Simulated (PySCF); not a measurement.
## Computed vibrations of [TbF4]−

[TbF4]− (singlet in the valence; each metal's 4f electrons, 8 of them, lie in its core potential, out of spins and levels). PySCF 2.14.0, RKS PBE0, Tb lcecp-1-SVP with ECP54, F def2-SVP; non-relativistic Hamiltonian with scalar-relativistic core potentials where named; density fitting; no spin-orbit coupling. Central differences of gradients.

```xyz
5

Tb    0.0000    0.0000    0.0000
F     1.2021    1.2021    1.2021
F    -1.2021   -1.2021    1.2021
F     1.2021   -1.2021   -1.2021
F    -1.2021    1.2021   -1.2021
```

Run from Python with OMP_NUM_THREADS=2. Where DIIS fails, smearing, a level shift and second-order steps follow.
It took 17 s on 2 threads of Arm Neoverse V1, on a shared host.

What are the harmonic wavenumbers and infrared intensities?

Modes are labelled in Td; negative numbers are unstable modes, those under 60 cm⁻¹ near the noise; a finer grid moves soft modes by up to 10 cm⁻¹.
```
cm⁻¹  km/mol  symmetry
 114     0.0         e
 114     0.0         e
 122    38.4        t2
 122    38.4        t2
 122    38.4        t2
 516   140.7        t2
 516   140.7        t2
 516   140.7        t2
 536     0.0        a1
```

Is this a minimum?

Yes. Ideal gas at 298.15 K and 1 bar: S = 363.8 J/(mol K), Cp = 93.9 J/(mol K), H − H(0 K) = 21.3 kJ/mol (rigid rotor, harmonic modes, spin degeneracy alone, that of the 4f electrons in the core included).

An lcecp potential fixes the number of 4f electrons, so in runs with it no electron can move into or out of that shell.
